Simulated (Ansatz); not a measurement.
**Relaxing a trial structure of ClH3SeSi2+**

The starting geometry of this gas-phase doublet was optimised with GFN2-xTB.

```yaml
atoms:
  - { symbol: Cl, position_ang: [1.1772, -1.1557, -0.8609] }
  - { symbol: Se, position_ang: [-0.4836, 0.6199, -3.2956] }
  - { symbol: Si, position_ang: [-0.6341, -0.8926, -1.6258] }
  - { symbol: Si, position_ang: [-2.3383, -2.3547, -1.2162] }
  - { symbol: H, position_ang: [-1.9094, 0.7392, -3.5234] }
  - { symbol: H, position_ang: [-2.3747, -3.3041, -0.1047] }
  - { symbol: H, position_ang: [-3.6576, -2.0204, -1.7543] }
```

Problem. Predict what becomes of its bonds when it is optimised with PBE0-D3(BJ)/pcseg-1.

Solution. It keeps its bonds, and is `[H]/[Se+]=[Si](\[SiH2])Cl`.

The energy falls by 0.13 eV over 9 steps:

```csv
step,E − E(last) (eV)
1,0.130
2,0.018
3,0.006
4,0.002
5,0.000
6,0.000
7,0.000
8,0.000
9,0.000
```

Final geometry (Å):

```xyz
7

Cl    1.1357   -1.2776   -0.7956
Se   -0.5425    0.6906   -3.1940
Si   -0.6190   -0.9105   -1.6788
Si   -2.3360   -2.3572   -1.3203
H    -1.9845    0.5349   -3.4874
H    -2.2259   -3.1564   -0.0784
H    -3.6484   -1.8923   -1.8262
```

The end wasn't checked by frequencies. Open shells are spin-unrestricted. Run with Ansatz 0.2.0, 33 s on 2 threads of Intel(R) Xeon(R) 6975P-C (Granite Rapids), on a shared host.
